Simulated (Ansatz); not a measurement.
Isolated molecules relaxed with PBE0-D4/def2-TZVP in Ansatz; ΔE leaves out vibrations. CBS: MP2 limit from def2 TZ/QZ plus the TZ coupled-cluster correction, frozen cores. Functionals use def2-TZVPP. B3LYP here is the variant with VWN-RPA as its local correlation; programs differ in this. Each species was taken in one conformer, which may not be the lowest.

Reaction (formal exchange of groups at the Si–B bond): `B[SiH](C)BF` + `C=NCF` → `B[SiH](C)N=C` + `FBCF`

Is it downhill or uphill in electronic energy at CCSD(T)/CBS, and by how much? (An estimate is asked.)

Computed: Downhill: ΔE = -81.5 kJ/mol.

What do these levels give: PBE-D4, r2SCAN-D4, B3LYP-D4, ωB97M-V, B2PLYP, PBE, B3LYP, HF/def2-TZVPP, SCS-MP2/def2-TZVPP, CCSD/def2-TZVPP, CCSD(T)/def2-TZVPP, HF/def2-QZVPP? (An estimate is asked.)

Ansatz gave: PBE-D4 -61.8, r2SCAN-D4 -72.9, B3LYP-D4 -81.4, ωB97M-V -84.7, B2PLYP -83.6, PBE -60.7, B3LYP -79.8, HF/def2-TZVPP -96.9, SCS-MP2/def2-TZVPP -88.3, CCSD/def2-TZVPP -82.2, CCSD(T)/def2-TZVPP -78.7, HF/def2-QZVPP -98.4 kJ/mol.

Largest T1 diagnostic among the species: 0.014.

From PBE to PBE0 (25 % exact exchange), in def2-TZVPP and without D4, ΔE moves by −8.8 kJ/mol. In def2-TZVPP, CCSD(T) changes the Hartree–Fock value by +18.2 kJ/mol (the triples alone add +3.4 kJ/mol) and MP2 by +8.7 kJ/mol.
